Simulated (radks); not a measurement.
Excited configurations of Ca+: one electron is placed in a higher orbital outside [Ar]. The ground configuration is [Ar] 4s1. Method: non-relativistic Kohn-Sham, r2SCAN, spin-polarised, spherical densities, point nucleus; open shells are filled with parallel spins first; meta-GGA in the generalised Kohn-Sham scheme; computed with a radial shooting solver on a logarithmic mesh with Libxc functionals. Excitation = E - E(ground); binding = E(ion) - E, where the ion is the core of charge +2; n* = 2/sqrt(2 binding) in atomic units, and the quantum defect is n - n*.

| outer orbital | excitation (eV) | binding (eV) | n* | quantum defect | eigenvalue (eV) | <r> (bohr) |
|---|---|---|---|---|---|---|
| 3d | 1.549 | 10.125 | 2.318 | 0.682 | -5.656 | 2.354 |
| 4p | 3.098 | 8.575 | 2.519 | 1.481 | -6.718 | 4.424 |
| 4d | 6.632 | 5.041 | 3.286 | 0.714 | -3.744 | 6.732 |
| 4f | 8.295 | 3.378 | 4.014 | -0.014 | -2.428 | 9.070 |
| 5p | 7.230 | 4.443 | 3.500 | 1.500 | -3.562 | 8.943 |
| 7p | 9.828 | 1.845 | 5.431 | 1.569 | -1.502 | 22.39 |

The Delta-SCF ionisation energy is 11.673 eV (NIST Atomic Spectra Database: 11.872 eV, measured). Self-interaction in the functional shifts the binding energies and quantum defects, so they are the method's values and not measured ones.
